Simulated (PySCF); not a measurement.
# Dipole moment and polarisability of `C=C/C(C)=C/CO`

Compound: C₆H₁₀O.
Numbering: `[CH2:1]=[CH:2]/[C:3]([CH3:4])=[CH:5]/[CH2:6][OH:7]` (hydrogens: H8, H9 on C1; H10 on C2; H11, H12, H13 on C4; H14 on C5; H15, H16 on C6; H17 on O7)

Structure used (GFN2-xTB), in Å, numbered top down from 1:
```xyz
17
C6H10O angstrom
C     -2.6226   -0.6884    0.8099
C     -1.3013   -0.7683    0.9221
C     -0.3277   -0.0581    0.1051
C     -0.8445    0.8246   -0.9919
C      0.9753   -0.2097    0.3648
C      2.1135    0.4436   -0.3629
O      3.3748    0.0493    0.1236
H     -3.1083   -0.0699    0.0754
H     -3.2728   -1.2476    1.4606
H     -0.8759   -1.4073    1.6861
H     -1.4084    1.6532   -0.5657
H     -0.0361    1.2316   -1.5904
H     -1.5117    0.2607   -1.6417
H      1.2803   -0.8526    1.1813
H      2.0435    0.2329   -1.4435
H      2.0828    1.5303   -0.2303
H      3.4320   -0.9120    0.0875
```

Level: CAM-B3LYP/def2-SVPD (PySCF), static field, nuclei fixed, core orbitals frozen in the response. The polarisability tensor in these axes (au):

```
x   120.79   3.28  -2.90
y     3.28  63.64  -8.60
z    -2.90  -8.60  65.47
```

Task: What are the eigenvalues, a third of the trace, and Δα (Δα² = ½Σ(αi − αj)² over the three pairs)?

Result: Principal values 55.90, 72.81 and 121.19 au; mean 83.30 au = 12.34 Å³ = 13.73 × 10⁻⁴⁰ C²·m²/J; Δα = 58.69 au (70 % of the mean).

Task: What is the dipole moment, and where does it point?

Result: (-1.13, -0.76, -0.77) D, 1.56 D in size, pointing from the negative to the positive side. Measured along this direction, the outermost atoms are O7 at the negative end and H9 and H8 at the positive end.

Task: Directions of the eigenvectors, and the extent of the frame along each?

Result: Largest value along (1.00, 0.07, -0.06), where the nuclei span 6.79 Å; middle along (0.09, -0.66, 0.74), 4.11 Å; least along (-0.01, 0.74, 0.67), 1.86 Å. The response follows the extents in order.

Task: What depolarisation ratio follows for Rayleigh scattering of linearly polarised light, taking the static tensor?

Result: ρ = 3Δα²/(45ᾱ² + 4Δα²) = 10334.4/(312258 + 13779.2) = 0.0317.

Task: Orientational against electronic polarisability at 500 K (dilute gas, rigid molecules)?

Result: In Gaussian units μ²/3kT = 11.81 Å³ against 12.34 Å³, a ratio of 0.96; the Debye molar polarisation (4π/3)N_A(α + μ²/3kT) is 60.9 cm³/mol, leaving out the vibrational part.

Task: What molar refraction does this α imply?

Result: Lorentz–Lorenz: R = (4π/3)N_A α = 2.5225 cm³/(mol·Å³) × 12.34 Å³ = 31.1 cm³/mol, in the limit of long wavelengths.

Task: Sum over states: ᾱ = Σ f/ω², ω in Eh. What share falls to these 8 lowest TDDFT singlets (eV, f)? 5.68, 0.7002; 6.35, 0.0052; 6.79, 0.0258; 6.89, 0.0137; 6.92, 0.0022; 7.34, 0.0039; 7.35, 0.0099; 7.54, 0.0092.

Result: They add up to 17.12 au, 20.5 % of the 83.30 au; the largest single term is 16.05 au, from the state at 5.68 eV. Terms in order: 16.05, 0.09, 0.42, 0.21, 0.03, 0.05, 0.14, 0.12 au. Higher excitations give the rest. The strengths listed sum to 0.770.

The structure is a single GFN2-xTB conformer in the gas phase; no vibrational or solvent corrections.
